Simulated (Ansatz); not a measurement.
CH₆BGaS (`SB[CH2][GaH2]`). Total charge 0; spin multiplicity 1. The structure was optimised at the PBE0-D4/def2-TZVP level. It is one conformer, not always the lowest.

```xyz
10

S    -1.294   -1.004    0.875
B     0.162   -1.024   -0.289
C     0.168    0.075   -1.290
Ga    0.100    1.206    0.493
H    -0.721   -1.662    1.896
H     1.089   -1.708    0.018
H     1.031    0.199   -1.937
H    -0.751    0.468   -1.724
H     1.249    1.176    1.550
H    -1.033    2.274    0.408
```

Task: What is the dipole moment at PBE/def2-TZVPP? (An estimate is asked.)

Result: The calculation gave: 0.59 D, with components (0.01, -0.57, 0.17) D in this frame, pointing from negative to positive charge.

Task: And with r2SCAN, B3LYP, ωB97M-V? (Estimate.)

Result: Computed: r2SCAN 0.66 D, B3LYP 0.64 D, ωB97M-V 0.62 D.

Task: Give the Mulliken charges with PBE, B3LYP, r2SCAN in def2-TZVPP. (An estimate is asked.)

Result: Computed: 
```csv
atom,PBE,B3LYP,r2SCAN
S1,-0.16,-0.18,-0.16
B2,0.02,0.07,0.07
C3,-0.29,-0.34,-0.32
Ga4,0.10,0.15,0.18
H5,0.13,0.12,0.12
H6,0.02,0.04,0.01
H7,0.11,0.11,0.10
H8,0.13,0.13,0.11
H9,-0.04,-0.05,-0.06
H10,-0.03,-0.04,-0.05
```

B3LYP here is the variant with VWN-RPA as its local correlation; programs differ in this.
